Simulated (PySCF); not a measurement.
## Basis and Hamiltonian dependence of the excitation energy of Cd⁺

Cd⁺ [Kr] 4d10 5s1 (2S) → Cd⁺ [Kr] 4d9 5s1 6s1 (4D). All values are computed (PySCF 2.14, energy differences of UHF-based or UKS calculations, no spin-orbit coupling). Values in eV.

| basis | Hamiltonian | functions | UHF | PBE | PBE0 | MP2 (valence) | CCSD(T) (valence) |
| --- | --- | --- | --- | --- | --- | --- | --- |
| aug-cc-pVDZ-PP with ECP28MDF | ECP | 54 | 19.392 | 20.524 | 20.519 | 21.100 | 20.848 |
| def2-TZVPPD with the def2 core potential (28 electrons) | ECP | 56 | 19.138 | 19.946 | 19.997 | 20.719 | 20.444 |
| def2-QZVPPD with the def2 core potential (28 electrons) | ECP | 88 | 18.559 | 19.566 | 19.578 | 20.366 | 20.082 |
| aug-cc-pwCVTZ-PP with ECP28MDF | ECP | 122 | 18.473 | 19.515 | 19.524 | 20.312 | n/a |
| x2c-QZVPPall with one added diffuse shell each of s, p, d, f, g type | spin-free X2C | 143 | 18.477 | 19.711 | 19.671 | 20.292 | n/a |

Frozen in the all-electron rows: valence: [Kr]; with a core potential, the same shells as far as they lie outside it.

At UHF, aug-cc-pVDZ-PP with ECP28MDF, def2-TZVPPD with the def2 core potential (28 electrons) lie more than 0.3 eV from the median of the rows with comparable relativity. Of these, def2-TZVPPD with the def2 core potential (28 electrons) has no diffuse functions of the l that the added or promoted electron needs.

The upper state lies above the first ionisation limit, but in LS coupling its spin forbids autoionisation to the ground ion. A Rydberg-like electron needs more diffuse functions than a valence basis has.
